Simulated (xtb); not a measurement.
FeO (SMILES [O]=[Fe]), quintet, from a rough starting geometry (GFN-xTB shapes and energies of metal compounds can be far from the true ones); GFN2-xTB (xtb).

Here is a job for xtb.
```
$ xtb mol.xyz --gfn 2 --uhf 4 --opt vtight --json

# file mol.xyz
2

Fe     0.03600489    -0.05873664    -0.79194350
O     -0.05803866     0.06082042     0.79197562
```

Output, abridged:

```
   ID    Z sym.   atoms
    1   26 Fe     1
    2    8 O      2

           -------------------------------------------------
          |                Calculation Setup                |
           -------------------------------------------------

           -------------------------------------------------
          |                 G F N 2 - x T B                 |
           -------------------------------------------------

          ...................................................
          :                      SETUP                      :
          :.................................................:
          :  # basis functions                  14          :
          :  # atomic orbitals                  13          :
          :  # shells                            5          :
          :  # electrons                        14          :
          :  max. iterations                   250          :
          :  Hamiltonian                  GFN2-xTB          :
          :  restarted?                      false          :
          :  GBSA solvation                  false          :
          :  PC potential                    false          :
          :  electronic temp.          300.0000000     K    :
          :  accuracy                    1.0000000          :
          :  -> integral cutoff          0.2500000E+02      :
          :  -> integral neglect         0.1000000E-07      :
          :  -> SCF convergence          0.1000000E-05 Eh   :
          :  -> wf. convergence          0.1000000E-03 e    :
          :  Broyden damping             0.4000000          :
          :  net charge                          0          :
          :  unpaired electrons                  4          :
          ...................................................

 iter      E             dE          RMSdq      gap      omega  full diag
   1     -7.0353336 -0.703533E+01  0.198E+01    4.10       0.0  T
   2     -7.0391945 -0.386093E-02  0.703E+00    4.57       1.0  T
   3     -7.0277705  0.114240E-01  0.898E+00    4.59       1.0  T
   4     -7.0499885 -0.222180E-01  0.412E+00    5.16       1.0  T
   5     -7.0627102 -0.127217E-01  0.303E-01    5.27       1.0  T
   6     -7.0627511 -0.409110E-04  0.833E-02    5.29       1.0  T
   7     -7.0627529 -0.180996E-05  0.938E-03    5.30       7.5  T
   8     -7.0627529 -0.653588E-07  0.137E-03    5.30      51.7  T
   9     -7.0627529 -0.682735E-09  0.337E-04    5.30     209.8  T
  10     -7.0627529 -0.470548E-10  0.148E-04    5.30     478.7  T

   *** convergence criteria satisfied after 10 iterations ***

         :::::::::::::::::::::::::::::::::::::::::::::::::::::
         ::                     SUMMARY                     ::
         :::::::::::::::::::::::::::::::::::::::::::::::::::::
         :: total energy              -7.050827393203 Eh    ::
         :: gradient norm              0.008117479432 Eh/a0 ::
         :: HOMO-LUMO gap              5.295748719295 eV    ::
         ::.................................................::
         :: SCC energy                -7.062752940522 Eh    ::
         :: -> isotropic ES            0.019941544943 Eh    ::
         :: -> anisotropic ES          0.005039133933 Eh    ::
         :: -> anisotropic XC          0.003411473844 Eh    ::
         :: -> dispersion             -0.000376475981 Eh    ::
         :: repulsion energy           0.011925547319 Eh    ::
         :: add. restraining           0.000000000000 Eh    ::
         :: total charge               0.000000000000 e     ::
         :::::::::::::::::::::::::::::::::::::::::::::::::::::

      -----------------------------------------------------------
     |                   =====================                   |
     |                        A N C O P T                        |
     |                   =====================                   |
     |               Approximate Normal Coordinate               |
[...]
 * total energy  :    -7.0508274 Eh     change       -0.1865352E-10 Eh
 * total energy  :    -7.0508601 Eh     change       -0.3268503E-04 Eh
 * total energy  :    -7.0508797 Eh     change       -0.1960944E-04 Eh
 * total energy  :    -7.0508797 Eh     change       -0.1204683E-07 Eh
   *** GEOMETRY OPTIMIZATION CONVERGED AFTER 4 ITERATIONS ***
         :: total energy              -7.050879699741 Eh    ::
[...]
         :: gradient norm              0.000065218736 Eh/a0 ::
         :: HOMO-LUMO gap              5.314275637116 eV    ::
         ::.................................................::
         :: SCC energy                -7.061875060408 Eh    ::
         :: -> isotropic ES            0.019988081749 Eh    ::
         :: -> anisotropic ES          0.005171634223 Eh    ::
         :: -> anisotropic XC          0.003531518811 Eh    ::
         :: -> dispersion             -0.000377212153 Eh    ::
         :: repulsion energy           0.010995360666 Eh    ::
         :: add. restraining           0.000000000000 Eh    ::
         :: total charge              -0.000000000000 e     ::
         :::::::::::::::::::::::::::::::::::::::::::::::::::::

           -------------------------------------------------
          |                Property Printout                |
           -------------------------------------------------

    * Orbital Energies and Occupations

         #    Occupation            Energy/Eh            Energy/eV
      -------------------------------------------------------------
         1        2.0000           -0.5818241             -15.8322
         2        2.0000           -0.3888641             -10.5815
         3        2.0000           -0.3888641             -10.5815
         4        2.0000           -0.3749062             -10.2017
         5        1.5000           -0.3433952              -9.3443
         6        1.5000           -0.3433952              -9.3443
         7        1.0000           -0.3030802              -8.2472
         8        1.0000           -0.3030802              -8.2472
         9        1.0000           -0.2796691              -7.6102 (HOMO)
        10                         -0.0843730              -2.2959 (LUMO)
        11                          0.0377264               1.0266
        12                          0.0377264               1.0266
        13                          0.6079845              16.5441
      -------------------------------------------------------------
                  HL-Gap            0.1952960 Eh            5.3143 eV
             Fermi-level           -0.2627081 Eh           -7.1487 eV

     #   Z          covCN         q      C6AA      α(0)
     1  26 Fe       0.762     0.625   153.145    36.405
     2   8 O        0.762    -0.625    26.794     6.937

 Mol. C6AA /au·bohr⁶  :        281.974200
 Mol. C8AA /au·bohr⁸  :      19300.544455
 Mol. α(0) /au        :         43.342812

Wiberg/Mayer (AO) data.
largest (>0.10) Wiberg bond orders for each atom

 ---------------------------------------------------------------------------
     #   Z sym  total        # sym  WBO       # sym  WBO       # sym  WBO
 ---------------------------------------------------------------------------
     1  26 Fe   2.118 --     2 O    2.118
     2   8 O    2.118 --     1 Fe   2.118
 ---------------------------------------------------------------------------

Topologies differ in total number of bonds
Writing topology from bond orders to xtbtopo.mol

molecular dipole:
                 x           y           z       tot (Debye)
 q only:        0.112      -0.142      -1.882
   full:        0.139      -0.177      -2.348       5.996
molecular quadrupole (traceless):
                xx          xy          yy          xz          yz          zz
 q only:       -0.004       0.005       0.002       0.059      -0.006       0.002
  q+dip:       -0.877      -0.006      -0.863      -0.082       0.191       1.740
   full:       -0.459      -0.000      -0.449      -0.008       0.096       0.908

optimized geometry written to: xtbopt.xyz

           -------------------------------------------------
          | TOTAL ENERGY               -7.050879699741 Eh   |
          | GRADIENT NORM               0.000065218736 Eh/α |
          | HOMO-LUMO GAP               5.314275637116 eV   |
           -------------------------------------------------
```
